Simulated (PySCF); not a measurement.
Sn(H)2(Et)(OH) (C2H8OSn), SMILES [OH][SnH2][CH2]C. Atoms are numbered in the order given.

```xyz
12

Sn     0.4571     0.3533     0.1311
O      1.0040    -1.5649    -0.2143
C     -1.5754     0.3120    -0.6278
C     -2.3582    -0.8824    -0.0780
H      1.5302     1.4148    -0.7347
H      0.5495     0.6586     1.8435
H      1.8726    -1.7526     0.1877
H     -1.4869     0.2710    -1.7330
H     -2.0551     1.2806    -0.3768
H     -2.4855    -0.8183     1.0226
H     -3.3742    -0.9409    -0.5234
H     -1.8377    -1.8373    -0.2924
```

Geometry optimised at PBE-D3(BJ)/def2-SVP. The structure was generated by enumeration; whether it is a known compound was not checked. The def2 effective core potentials stand for the cores of Sn; spin–orbit coupling is left out. One conformer was computed; it need not be the lowest.

Level of theory: PySCF with PBE-D3(BJ)/def2-SVP.

Frequencies are harmonic and unscaled.

```
mode  ν (cm⁻¹)  IR (km/mol)  moving atoms (share of kinetic energy)
----  --------  -----------  --------------------------------------
1           44          2.5                  H 35 %, C 32 %, O 30 %
2          117          2.4                  O 39 %, H 33 %, C 24 %
3          139         81.5                                  H 93 %
4          200          3.3                          H 61 %, C 31 %
5          246          2.3                          H 64 %, C 23 %
6          374         33.6                          H 79 %, C 12 %
7          490         16.9                          H 56 %, C 35 %
8          509          2.7                          H 64 %, C 30 %
9          574        100.2                         O 79 %, Sn 13 %
10         592        117.0                                  H 89 %
11         668         57.0                           H 90 %, C 9 %
12         687         93.3                                  H 92 %
13         830         48.6                                  H 92 %
14         929          8.4                          H 89 %, C 10 %
15         943          6.8                          H 81 %, C 19 %
16        1028          9.5                          C 73 %, H 27 %
17        1163         11.9                          H 67 %, C 33 %
18        1201          2.7                          H 77 %, C 23 %
19        1344          2.1                          H 82 %, C 18 %
20        1389          1.6                          H 90 %, C 10 %
21        1422          7.7                                  H 97 %
22        1428          3.6                                  H 96 %
23        1803        161.7                                  H 99 %
24        1815        238.3                                  H 99 %
25        2961         34.6                                  H 97 %
26        2993          9.5                                  H 95 %
27        3038         14.6                           H 91 %, C 9 %
28        3050          4.5                           H 91 %, C 9 %
29        3068         13.2                           H 91 %, C 9 %
30        3726         38.0                                  H 94 %
```
